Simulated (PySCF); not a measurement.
B3LYP has the VWN-RPA correlation part, as in Gaussian. Excitations are Tamm–Dancoff values on a coarser integration grid. The basis has no diffuse functions, so Rydberg states are missing or too high.

Cartesian coordinates (Å):
```xyz
9

S     -1.1502     1.8393     0.4628
Ge     0.0003     0.0001    -0.0002
S     -1.4502    -1.4408    -0.8609
S      0.9401    -1.0232     1.7291
S      1.6611     0.6247    -1.3316
H     -0.0418     2.5711     0.7190
H     -2.0095    -0.5195    -1.6784
H     -0.2391    -1.4815     2.2082
H      2.2894    -0.5702    -1.2479
```
Charge 0, multiplicity 1.

Question: What LUMO, S1–T1 gap (TDA), HOMO, HOMO–LUMO gap, T1 excitation (TDA), total energy, S1 oscillator strength and dipole moment does B3LYP-D3(BJ)/def2-TZVP // PBE0-D4/def2-SVP (PySCF) give?

Answer: 
```json
{
  "LUMO": "-1.65 eV",
  "S1–T1 gap (TDA)": "0.40 eV",
  "HOMO": "-7.36 eV",
  "HOMO–LUMO gap": "5.71 eV",
  "T1 excitation (TDA)": "4.33 eV",
  "total_energy": "-99933.36 eV",
  "S1 oscillator strength": "0.015",
  "dipole_moment": "0.00 D"
}
```
